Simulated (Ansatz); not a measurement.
Born–Oppenheimer molecular dynamics of FH6InO2Si (11 atoms, charge 0, multiplicity 1). It starts at the highest image of a converged band. Of that band: Beside the main top the profile has a ripple of under 15 meV (maxima at images 6, 8), which may be a very shallow well or noise. A vibrational analysis at the climbing image gives one clearly imaginary mode, 1149i cm⁻¹: a first-order saddle point.

The calculation used RKS B3LYP/def2-SVP in Ansatz 0.2.0.

| Item | Value |
| --- | --- |
| ensemble | NVE (velocity Verlet) |
| time step | 0.5 fs |
| steps asked | 200 |
| starting velocities drawn for | 100 K |
| seed | 3196 |

Frames 1 fs apart, positions in Å, forces in eV/Å.

Velocities at 10.0 fs (Å/ps):

```
In -0.59 -0.03 0.19
Si -0.93 0.82 0.58
O 4.01 1.20 -1.61
O 2.87 -1.55 -0.36
H 19.43 -17.33 -32.98
F -0.64 0.24 1.45
H -6.04 -0.67 -6.69
H 0.23 -4.27 -7.10
H -14.16 6.76 5.48
H -1.92 -7.62 -0.65
H -1.90 5.24 8.08
```

```xyz
11
Properties=species:S:1:pos:R:3:forces:R:3 time_fs=10.0 energy_less_start_eV=-0.039 T=134
In -1.188 0.160 0.149 0.14 0.53 1.29
Si 1.625 -0.318 -0.490 0.45 -0.53 0.05
O -1.872 1.780 -0.794 -0.44 -0.93 -0.21
O -2.160 -1.552 0.396 0.01 -0.18 -0.06
H 0.829 0.201 0.816 0.24 -0.24 -0.40
F 0.025 0.677 1.909 -1.16 -0.03 -0.44
H 2.580 0.787 -0.708 0.13 0.13 -0.34
H 2.342 -1.568 -0.065 -0.14 0.15 -0.16
H 0.804 -0.638 -1.721 0.18 0.14 0.11
H -1.285 2.502 -0.605 0.58 0.90 0.17
H -1.776 -2.078 1.114 0.01 0.06 -0.02
11
Properties=species:S:1:pos:R:3:forces:R:3 time_fs=11.0 energy_less_start_eV=-0.057 T=149
In -1.188 0.160 0.149 0.14 0.61 1.48
Si 1.624 -0.317 -0.489 0.69 -0.67 -0.18
O -1.868 1.781 -0.795 -0.57 -1.14 -0.27
O -2.158 -1.554 0.396 0.03 -0.20 -0.06
H 0.850 0.183 0.782 0.12 -0.19 -0.26
F 0.024 0.677 1.910 -1.31 -0.05 -0.52
H 2.575 0.787 -0.716 0.16 0.16 -0.35
H 2.342 -1.572 -0.073 -0.15 0.17 -0.18
H 0.791 -0.631 -1.715 0.16 0.15 0.14
H -1.284 2.499 -0.605 0.73 1.09 0.23
H -1.778 -2.072 1.122 0.00 0.07 -0.04
11
Properties=species:S:1:pos:R:3:forces:R:3 time_fs=12.0 energy_less_start_eV=-0.083 T=171
In -1.189 0.160 0.150 0.15 0.69 1.66
Si 1.623 -0.316 -0.489 1.02 -0.78 -0.53
O -1.865 1.781 -0.797 -0.26 -0.75 -0.20
O -2.155 -1.555 0.395 0.04 -0.20 -0.07
H 0.871 0.163 0.744 -0.08 -0.08 0.03
F 0.023 0.677 1.911 -1.44 -0.07 -0.61
H 2.571 0.789 -0.728 0.16 0.14 -0.35
H 2.340 -1.574 -0.083 -0.13 0.16 -0.18
H 0.779 -0.622 -1.707 0.12 0.14 0.14
H -1.276 2.507 -0.602 0.43 0.69 0.14
H -1.780 -2.066 1.130 0.00 0.07 -0.03
11
Properties=species:S:1:pos:R:3:forces:R:3 time_fs=13.0 energy_less_start_eV=-0.089 T=176
In -1.190 0.160 0.150 0.15 0.76 1.82
Si 1.623 -0.316 -0.488 1.43 -0.85 -1.02
O -1.861 1.781 -0.799 0.28 -0.07 -0.05
O -2.152 -1.557 0.395 0.04 -0.20 -0.10
H 0.892 0.142 0.708 -0.37 0.09 0.48
F 0.020 0.678 1.912 -1.53 -0.09 -0.70
H 2.568 0.791 -0.743 0.13 0.09 -0.33
H 2.337 -1.574 -0.094 -0.09 0.10 -0.18
H 0.769 -0.612 -1.698 0.06 0.12 0.12
H -1.264 2.520 -0.599 -0.11 0.00 -0.03
H -1.782 -2.059 1.137 0.01 0.05 -0.01
11
Properties=species:S:1:pos:R:3:forces:R:3 time_fs=14.0 energy_less_start_eV=-0.064 T=155
In -1.190 0.160 0.151 0.16 0.81 1.93
Si 1.623 -0.316 -0.488 1.86 -0.89 -1.57
O -1.858 1.781 -0.801 0.73 0.53 0.08
O -2.149 -1.559 0.394 0.04 -0.19 -0.14
H 0.909 0.122 0.676 -0.69 0.30 1.01
F 0.017 0.678 1.912 -1.59 -0.12 -0.78
H 2.567 0.795 -0.761 0.08 0.01 -0.29
H 2.333 -1.573 -0.107 -0.03 0.02 -0.16
H 0.758 -0.601 -1.689 0.00 0.09 0.07
H -1.254 2.534 -0.595 -0.57 -0.59 -0.17
H -1.784 -2.052 1.144 0.02 0.03 0.02
11
Properties=species:S:1:pos:R:3:forces:R:3 time_fs=15.0 energy_less_start_eV=-0.035 T=131
In -1.191 0.160 0.152 0.16 0.84 1.99
Si 1.624 -0.317 -0.489 2.19 -0.85 -2.03
O -1.854 1.781 -0.803 0.92 0.80 0.13
O -2.146 -1.561 0.394 0.04 -0.18 -0.16
H 0.920 0.104 0.653 -0.94 0.47 1.47
F 0.013 0.678 1.912 -1.62 -0.13 -0.84
H 2.567 0.799 -0.782 0.01 -0.07 -0.23
H 2.329 -1.573 -0.121 0.04 -0.08 -0.14
H 0.748 -0.588 -1.678 -0.06 0.06 0.01
H -1.248 2.542 -0.593 -0.77 -0.87 -0.24
H -1.786 -2.044 1.152 0.02 0.01 0.04
11
Properties=species:S:1:pos:R:3:forces:R:3 time_fs=16.0 energy_less_start_eV=-0.044 T=139
In -1.191 0.161 0.153 0.15 0.86 1.99
Si 1.626 -0.317 -0.490 2.31 -0.70 -2.21
O -1.849 1.781 -0.805 0.82 0.68 0.10
O -2.143 -1.563 0.393 0.05 -0.17 -0.15
H 0.922 0.092 0.645 -0.99 0.54 1.65
F 0.009 0.678 1.912 -1.62 -0.14 -0.86
H 2.567 0.802 -0.805 -0.06 -0.15 -0.16
H 2.325 -1.573 -0.137 0.11 -0.17 -0.12
H 0.738 -0.576 -1.668 -0.11 0.02 -0.06
H -1.250 2.542 -0.594 -0.66 -0.76 -0.20
H -1.787 -2.037 1.159 0.01 0.00 0.04
11
Properties=species:S:1:pos:R:3:forces:R:3 time_fs=17.0 energy_less_start_eV=-0.097 T=184
In -1.192 0.161 0.154 0.12 0.86 1.93
Si 1.628 -0.318 -0.492 2.13 -0.46 -2.04
O -1.845 1.782 -0.807 0.44 0.19 -0.02
O -2.140 -1.566 0.392 0.07 -0.18 -0.12
H 0.914 0.084 0.652 -0.78 0.47 1.46
F 0.003 0.678 1.911 -1.61 -0.13 -0.83
H 2.566 0.803 -0.830 -0.11 -0.21 -0.09
H 2.322 -1.574 -0.154 0.16 -0.25 -0.09
H 0.726 -0.563 -1.658 -0.15 -0.01 -0.13
H -1.257 2.535 -0.596 -0.28 -0.28 -0.07
H -1.788 -2.029 1.167 0.00 0.01 0.01
11
Properties=species:S:1:pos:R:3:forces:R:3 time_fs=18.0 energy_less_start_eV=-0.161 T=238
In -1.192 0.161 0.155 0.09 0.84 1.83
Si 1.631 -0.319 -0.495 1.74 -0.20 -1.60
O -1.839 1.783 -0.809 -0.10 -0.51 -0.20
O -2.137 -1.568 0.391 0.09 -0.18 -0.08
H 0.899 0.081 0.673 -0.38 0.31 0.99
F -0.004 0.678 1.909 -1.58 -0.11 -0.76
H 2.564 0.803 -0.855 -0.14 -0.25 -0.03
H 2.321 -1.578 -0.172 0.19 -0.29 -0.08
H 0.713 -0.550 -1.649 -0.15 -0.05 -0.16
H -1.268 2.525 -0.599 0.25 0.41 0.12
H -1.790 -2.021 1.176 -0.02 0.02 -0.02
11
Properties=species:S:1:pos:R:3:forces:R:3 time_fs=19.0 energy_less_start_eV=-0.206 T=277
In -1.193 0.162 0.157 0.06 0.81 1.69
Si 1.635 -0.320 -0.498 1.25 0.00 -1.08
O -1.834 1.784 -0.810 -0.53 -1.08 -0.34
O -2.134 -1.571 0.390 0.10 -0.18 -0.04
H 0.881 0.080 0.703 0.09 0.13 0.44
F -0.011 0.677 1.908 -1.53 -0.09 -0.67
H 2.561 0.800 -0.881 -0.13 -0.25 0.03
H 2.322 -1.585 -0.191 0.19 -0.27 -0.08
H 0.698 -0.537 -1.642 -0.13 -0.07 -0.17
H -1.276 2.520 -0.601 0.67 0.97 0.28
H -1.792 -2.013 1.183 -0.04 0.02 -0.05
11
Properties=species:S:1:pos:R:3:forces:R:3 time_fs=20.0 energy_less_start_eV=-0.236 T=303
In -1.193 0.163 0.158 0.03 0.77 1.53
Si 1.639 -0.322 -0.502 0.77 0.09 -0.61
O -1.829 1.784 -0.813 -0.57 -1.11 -0.35
O -2.130 -1.573 0.389 0.11 -0.16 -0.01
H 0.863 0.081 0.737 0.49 -0.01 -0.04
F -0.019 0.677 1.906 -1.46 -0.06 -0.57
H 2.557 0.795 -0.906 -0.10 -0.21 0.07
H 2.325 -1.594 -0.210 0.17 -0.22 -0.09
H 0.682 -0.526 -1.636 -0.08 -0.09 -0.15
H -1.278 2.523 -0.600 0.70 1.00 0.29
H -1.794 -2.005 1.191 -0.05 0.01 -0.06
11
Properties=species:S:1:pos:R:3:forces:R:3 time_fs=21.0 energy_less_start_eV=-0.256 T=320
In -1.194 0.163 0.160 0.00 0.72 1.38
Si 1.644 -0.323 -0.505 0.36 0.06 -0.26
O -1.825 1.783 -0.815 -0.21 -0.58 -0.22
O -2.127 -1.576 0.388 0.11 -0.13 -0.01
H 0.850 0.082 0.771 0.80 -0.12 -0.41
F -0.027 0.677 1.903 -1.39 -0.04 -0.47
H 2.552 0.788 -0.931 -0.05 -0.15 0.08
H 2.329 -1.605 -0.231 0.12 -0.12 -0.11
H 0.666 -0.515 -1.632 -0.01 -0.11 -0.09
H -1.273 2.535 -0.597 0.32 0.47 0.16
H -1.796 -1.997 1.198 -0.05 -0.01 -0.05
```

Of the whole run (100 fs, mean temperature of the second half 863 K): The conserved energy stayed within 0.093 meV per atom of its start (net change 0.026 meV per atom), so the integration is sound. The kinetic energy rose, since the run started high on the potential surface and went downhill. It ends in pieces (FH2InO2 + H4Si), so much of that is their flight and rotation, not heat. A run of 0.1 ps of so small a system gives no equilibrium averages. The orbitals stay closed-shell, which can raise the energy where a bond breaks towards radicals; this wasn't checked here.

Run time: 8.1 min on 2 threads of Intel(R) Xeon(R) Platinum 8488C (Sapphire Rapids), on a shared host, peak memory 0.3 GiB.
